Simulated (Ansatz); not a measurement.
Ideal-gas functions of `CB([SeH])[SeH]` at 400 K and 1 bar, from an Ansatz frequency run at PBE0-D4/def2-TZVP.

Molar mass 185.78 g/mol, point group Cs (symmetry number 1), electronic degeneracy 1, moments of inertia 109.679, 437.17, 543.744 u Å². Harmonic wavenumbers (cm⁻¹, unscaled): 47, 145, 230, 241, 346, 381, 410, 637, 761, 768, 839, 1005, 1098, 1327, 1442, 1461, 2441, 2442, 3037, 3106, 3133.

Use S(trans) = R[1.5 ln M + 2.5 ln T − 1.1517]; rotational temperatures θ = 24.2544 K / I; S(rot) = R[ln(√π/σ · √(T³/θAθBθC)) + 1.5]; for each mode x = 1.438777 ν̃/T, S = R[x/(eˣ − 1) − ln(1 − e⁻ˣ)] and H = RT x/(eˣ − 1); 1 cm⁻¹ = 0.0119627 kJ/mol; R = 8.31446 J/(mol·K).

Problem. By hand: the entropy, in J/(mol·K).

Solution. Translation 180.1. Rotation: θ = 0.2211, 0.0555, 0.0446 K, giving 123.2. Vibration, mode by mode: 23.10, 13.82, 10.12, 9.76, 7.01, 6.32, 5.80, 3.03, 2.13, 2.09, 1.71, 1.06, 0.81, 0.41, 0.29, 0.27, 0.01, 0.01, 0.00, 0.00, 0.00, in all 87.8. Electronic 0.0. Sum 391.1 J/(mol·K).

Problem. By hand: H − E and G − E in kJ/mol, counted from the electronic energy.

Solution. Zero-point energy ½ × 25297 × 0.0119627 = 151.3; thermal vibration 18.0; translation, rotation and pV give 4 RT = 13.3. H − E = 182.6 kJ/mol, and G − E = 182.6 − 400 × 391.1/1000 = 26.2 kJ/mol.

Vibration gives 22 % of the entropy, 36.9 J/(mol·K) of it from the modes under 150 cm⁻¹: soft modes count most, and the harmonic formula is weakest for them. The sum counts one conformer and one mirror image; others add a mixing term.
